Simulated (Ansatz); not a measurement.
SnCl3(OSiMe3) (C3H9Cl3OSiSn). The state is a singlet with charge 0. Geometry r2SCAN-D4/def2-SVP, basis def2-TZVP, Ansatz.

```xyz
18

Sn   -1.0856   -0.5049    2.5128
Cl   -0.5457    1.0058    4.2003
Cl   -3.2429   -1.3037    2.8608
Cl    0.4159   -2.3001    2.5935
O    -1.0087    0.3890    0.7931
Si    0.0562    0.2450   -0.5257
C     1.8117    0.4677    0.0884
C    -0.4521    1.6136   -1.6900
C    -0.1715   -1.4456   -1.2962
H     2.5327    0.4395   -0.7458
H     2.0937   -0.3325    0.7929
H     1.9349    1.4347    0.6033
H    -0.3464    2.5995   -1.2102
H     0.1683    1.6097   -2.6016
H    -1.5045    1.4984   -1.9946
H     0.0946   -2.2454   -0.5854
H    -1.2170   -1.6020   -1.6085
H     0.4665   -1.5688   -2.1873
```

```tsv
run	HOMO (eV)	LUMO (eV)
A	-8.46	-3.05
B	-7.08	-3.91
C	-7.02	-3.80
D	-11.79	0.79
E	-7.41	-3.77
```

In the def2 sets Sn takes a core potential; there is no spin–orbit coupling.

Question: The runs used HF, PBE, PBE0, r2SCAN, revPBE. Estimate which is which.

Answer: A PBE0 (25 % exact exchange); B PBE (0 % exact exchange); C revPBE (0 % exact exchange); D HF (100 % exact exchange); E r2SCAN (0 % exact exchange). Exact exchange lowers occupied and raises empty levels; among semilocal functionals meta-GGAs tend to open the gap a little, and such runs are hard to tell apart. The gap grows from 3.16 eV (PBE) to 12.58 eV (HF).
